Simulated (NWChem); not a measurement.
Molecule: CH$_{7}$NOSi; SMILES CN[SiH2]O

```xyz
11

Si    -0.4505    -0.6742    -0.2158
O      0.6535    -1.7384     0.4537
N      0.0951     0.8988    -0.6586
C      0.1285     2.0787     0.1964
H     -0.8649    -1.3768    -1.4500
H     -1.5650    -0.4298     0.7420
H      0.9812    -1.5170     1.3368
H      0.6733     0.9859    -1.4870
H     -0.5827     1.9476     1.0189
H      1.1188     2.2717     0.6372
H     -0.1743     2.9777    -0.3562
```
Atoms are numbered in this order, from 1.

Results from NWChem. Pople sets run with spherical d functions. Structure relaxed at the B3LYP/6-31G* (spherical d) level. B3LYP is NWChem's, with the RPA form of VWN correlation. Level: B3LYP/6-31G* with SMD (1 M gas to 1 M solution), gas-phase geometry. Reactions with the solvent are ignored.

Problem. What does the run give for solvent water? Quantities: solvation free energy (kcal/mol); cavity-dispersion-structure term (kcal/mol); dipole in solution (D).

Solution. The solvation free energy (kcal/mol) comes out as -4.8. The cavity-dispersion-structure term (kcal/mol) is 3.3 and the dipole in solution (D) comes out as 2.93.
